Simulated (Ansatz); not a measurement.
`C[O][Nb](=[NH])([O]C)[O]C` at its PBE0-D4/def2-TZVP geometry, where that method's forces vanish. The species carries charge 0 and has multiplicity 1. Nb: def2 effective core potential.

```xyz
18

C     0.4608   -2.1851    2.1906
O     0.7198   -1.4685    1.0211
Nb    0.0876   -0.0388   -0.0463
N    -1.3444    0.6316    0.7154
O     1.3949    1.3249   -0.1685
C     1.6339    2.6682    0.1257
O    -0.3860   -0.6587   -1.7710
C    -1.4593   -0.7823   -2.6547
H    -0.4245   -1.7962    2.7054
H     1.3186   -2.1172    2.8678
H     0.2931   -3.2406    1.9527
H    -2.1669    1.0168    1.1534
H     1.8544    3.2188   -0.7947
H     2.4966    2.7563    0.7942
H     0.7658    3.1280    0.6104
H    -2.3738   -0.3548   -2.2291
H    -1.2325   -0.2636   -3.5919
H    -1.6381   -1.8387   -2.8806
```

What forces (eV/Å) does ωB97M-V/def2-TZVPP give on these atoms in the Gaussian-basis code of Ansatz? (Estimate.)

Ansatz gave: 
```
C1  -0.049 -0.223  0.331
O2   0.075  0.117 -0.229
Nb3 -0.197  0.095  0.106
N4   0.088 -0.041 -0.046
O5  -0.016 -0.260 -0.069
C6   0.098  0.383  0.073
O7   0.224  0.007  0.147
C8  -0.290 -0.047 -0.276
H9   0.076 -0.028 -0.051
H10 -0.088 -0.011 -0.061
H11  0.016  0.102  0.031
H12  0.032 -0.016 -0.018
H13 -0.020 -0.047  0.094
H14 -0.085 -0.001 -0.066
H15  0.071 -0.047 -0.043
H16  0.084 -0.036 -0.030
H17 -0.030 -0.053  0.090
H18  0.013  0.106  0.017
```
